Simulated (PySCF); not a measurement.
**`InChI=1S/C6H10Cl2/c1-2-6(8)3-5(6)4-7/h5H,2-4H2,1H3/t5-,6-/m1/s1`**

Molfile (atoms numbered from 1):
```
C6H10Cl2
     RDKit          3D

 18 18  0  0  0  0  0  0  0  0999 V2000
   -2.2161    0.6969   -0.3836 C   0  0  0  0  0  0  0  0  0  0  0  0
   -1.5244   -0.4433    0.3577 C   0  0  0  0  0  0  0  0  0  0  0  0
   -0.0615   -0.1529    0.5953 C   0  0  1  0  0  0  0  0  0  0  0  0
    0.1667    1.1766    1.7397 Cl  0  0  0  0  0  0  0  0  0  0  0  0
    0.9623   -1.2430    0.6209 C   0  0  0  0  0  0  0  0  0  0  0  0
    0.9275   -0.2744   -0.5327 C   0  0  2  0  0  0  0  0  0  0  0  0
    2.0351    0.7226   -0.7057 C   0  0  0  0  0  0  0  0  0  0  0  0
    3.4119   -0.0387   -1.5600 Cl  0  0  0  0  0  0  0  0  0  0  0  0
   -1.7519    0.8570   -1.3539 H   0  0  0  0  0  0  0  0  0  0  0  0
   -2.1446    1.6179    0.1887 H   0  0  0  0  0  0  0  0  0  0  0  0
   -3.2669    0.4651   -0.5344 H   0  0  0  0  0  0  0  0  0  0  0  0
   -2.0148   -0.6079    1.3200 H   0  0  0  0  0  0  0  0  0  0  0  0
   -1.6048   -1.3637   -0.2245 H   0  0  0  0  0  0  0  0  0  0  0  0
    1.7797   -1.1531    1.3196 H   0  0  0  0  0  0  0  0  0  0  0  0
    0.6322   -2.2581    0.4617 H   0  0  0  0  0  0  0  0  0  0  0  0
    0.5284   -0.6406   -1.4715 H   0  0  0  0  0  0  0  0  0  0  0  0
    2.4133    1.0755    0.2525 H   0  0  0  0  0  0  0  0  0  0  0  0
    1.7191    1.5703   -1.3146 H   0  0  0  0  0  0  0  0  0  0  0  0
  1  2  1  0
  2  3  1  0
  3  4  1  1
  3  5  1  0
  5  6  1  0
  6  7  1  0
  7  8  1  0
  6  3  1  0
  1  9  1  0
  1 10  1  0
  1 11  1  0
  2 12  1  0
  2 13  1  0
  5 14  1  0
  5 15  1  0
  6 16  1  6
  7 17  1  0
  7 18  1  0
M  END
```

Method used: TDDFT wB97X-D/def2-SVPD circular dichroism and optical rotation, one conformer, gas phase (PySCF). Geometry: GFN2-xTB.

The molecule is flexible and this is one conformer; a measurement averages over conformers.

Q: What are the CIP labels of the stereocentres?

A: C3 R, C6 R.

Q: List the lowest 12 singlet excitations with oscillator and rotatory strengths.

A: Rotatory strengths R in 10⁻⁴⁰ esu² cm², velocity form and length form (origin at the centre of mass); f in length form.
```csv
state,E (eV),λ (nm),f,R (velocity),R (length),main
1,6.91,180,0.002,-0.5,-0.4,"HOMO→LUMO 0.58, HOMO→LUMO+2 0.20"
2,7.38,168,0.003,+3.3,+3.9,"HOMO−1→LUMO 0.28, HOMO−3→LUMO+1 0.19"
3,7.43,167,0.007,+8.4,+7.6,"HOMO−1→LUMO+1 0.23, HOMO−1→LUMO 0.20"
4,7.48,166,0.007,+1.4,+1.6,"HOMO−2→LUMO+1 0.56, HOMO→LUMO+1 0.14"
5,8.13,152,0.029,-38.5,-39.0,"HOMO→LUMO+2 0.40, HOMO→LUMO 0.26"
6,8.38,148,0.095,+3.4,+3.1,"HOMO→LUMO+1 0.46, HOMO→LUMO+3 0.09"
7,8.41,147,0.018,+24.5,+25.0,"HOMO−1→LUMO 0.21, HOMO−1→LUMO+2 0.17"
8,8.49,146,0.005,-24.3,-24.2,"HOMO→LUMO+3 0.24, HOMO→LUMO+4 0.22"
9,8.56,145,0.062,-13.0,-13.4,"HOMO−4→LUMO 0.17, HOMO−3→LUMO 0.14"
10,8.61,144,0.015,+62.2,+61.0,"HOMO−2→LUMO 0.25, HOMO−2→LUMO+5 0.20"
11,8.65,143,0.013,-27.3,-27.7,"HOMO−1→LUMO+1 0.13, HOMO−4→LUMO 0.12"
12,8.79,141,0.135,+107.6,+108.3,"HOMO−3→LUMO+1 0.13, HOMO−1→LUMO+2 0.13"
```

Among the states computed, the strongest CD band (largest |R|) is state 12. The largest dissymmetry factor in size, g = 4R/(D+G), with D and G the electric and magnetic dipole strengths, is -0.058 for state 8 (velocity form, f = 0.005), among bands with |R| over 0.5. The mirror image has the same energies and oscillator strengths and all R with the opposite sign.
